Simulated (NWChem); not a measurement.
System: C$_{2}$H$_{4}$O$_{3}$S; SMILES C(=C)S(=O)(=O)O

Here is an NWChem input.

```
start job
memory heap 200 mb stack 900 mb global 1100 mb
geometry units angstroms noautosym nocenter noautoz
  C     -0.045974    -2.305954    -0.038012
  C      0.638860    -1.182133    -0.282410
  S     -0.127103     0.407931    -0.035649
  O     -1.480752     0.219896     0.495434
  O      0.159427     1.250703    -1.212476
  O      0.821339     0.993154     1.201002
  H     -1.074815    -2.254813     0.352579
  H      0.403405    -3.293941    -0.222695
  H      1.664608    -1.123091    -0.678083
  H      1.296649     1.758050     0.809626
end
basis spherical
  * library def2-svp
end
dft
  xc xpbe96 cpbe96
  iterations 150
end
cosmo
  do_cosmo_smd true
  solvent propanol
end
task dft energy
```

Structure relaxed at the PBE-D3(BJ)/def2-SVP level. Solvent: 1-propanol.

Level: PBE/def2-SVP with SMD (1 M gas to 1 M solution), gas-phase geometry.

Q: Give the results of this calculation. (PBE/def2-SVP, SMD on the gas-phase geometry.) Quantities: solvation free energy (kcal/mol); cavity-dispersion-structure term (kcal/mol); dipole in solution (D).

A: 
```json
{
 "solvation free energy (kcal/mol)": "-7.6",
 "cavity-dispersion-structure term (kcal/mol)": "3.3",
 "dipole in solution (D)": "4.17"
}
```
